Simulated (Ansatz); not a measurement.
C$_{6}$H$_{14}$O$_{2}$Si (`CC(C)O[Si]OC(C)C`). The species carries charge 0 and has multiplicity 1. The structure was optimised at the PBE0-D4/def2-TZVP level. It is one conformer, not always the lowest.

```xyz
23

C    -2.425    0.196    1.953
C    -1.462   -0.259    0.878
C    -2.174   -0.885   -0.304
O    -0.575   -1.208    1.450
Si    0.978   -1.733    1.352
O     1.754   -0.884    0.181
C     1.532    0.136   -0.781
C     1.835    1.486   -0.165
C     2.401   -0.154   -1.986
H    -1.883    0.632    2.794
H    -3.005   -0.653    2.322
H    -3.116    0.945    1.559
H    -0.884    0.607    0.533
H    -1.461   -1.206   -1.067
H    -2.866   -0.171   -0.759
H    -2.742   -1.760    0.022
H     0.480    0.110   -1.092
H     1.673    2.286   -0.891
H     1.197    1.674    0.702
H     2.876    1.521    0.164
H     3.455   -0.146   -1.700
H     2.166   -1.135   -2.402
H     2.244    0.599   -2.763
```

Q: What is the dipole moment at PBE/def2-TZVPP? (Best estimate.)

A: Ansatz gave: 3.18 D, with components (-1.29, 2.29, -1.79) D in this frame, pointing from negative to positive charge.

Q: And with r2SCAN, B3LYP, ωB97M-V? (Estimate.)

A: Ansatz gave: r2SCAN 3.34 D, B3LYP 3.16 D, ωB97M-V 3.12 D.

Q: Give the Mulliken charges with PBE, ωB97M-V, B3LYP in def2-TZVPP. (Estimate.)

A: Ansatz gave: 
| atom | PBE | ωB97M-V | B3LYP |
| --- | --- | --- | --- |
| C1 | -0.23 | -0.27 | -0.23 |
| C2 | 0.16 | 0.03 | 0.18 |
| C3 | -0.24 | -0.28 | -0.25 |
| O4 | -0.25 | -0.30 | -0.33 |
| Si5 | 0.16 | 0.24 | 0.23 |
| O6 | -0.25 | -0.30 | -0.33 |
| C7 | 0.16 | 0.03 | 0.18 |
| C8 | -0.24 | -0.28 | -0.25 |
| C9 | -0.23 | -0.27 | -0.23 |
| H10 | 0.08 | 0.11 | 0.08 |
| H11 | 0.08 | 0.11 | 0.08 |
| H12 | 0.07 | 0.09 | 0.07 |
| H13 | 0.02 | 0.07 | 0.03 |
| H14 | 0.08 | 0.10 | 0.08 |
| H15 | 0.07 | 0.10 | 0.08 |
| H16 | 0.08 | 0.12 | 0.09 |
| H17 | 0.02 | 0.07 | 0.03 |
| H18 | 0.07 | 0.10 | 0.08 |
| H19 | 0.08 | 0.10 | 0.08 |
| H20 | 0.08 | 0.12 | 0.09 |
| H21 | 0.08 | 0.11 | 0.08 |
| H22 | 0.08 | 0.11 | 0.08 |
| H23 | 0.07 | 0.09 | 0.07 |

B3LYP here is the variant with VWN-RPA as its local correlation; programs differ in this.
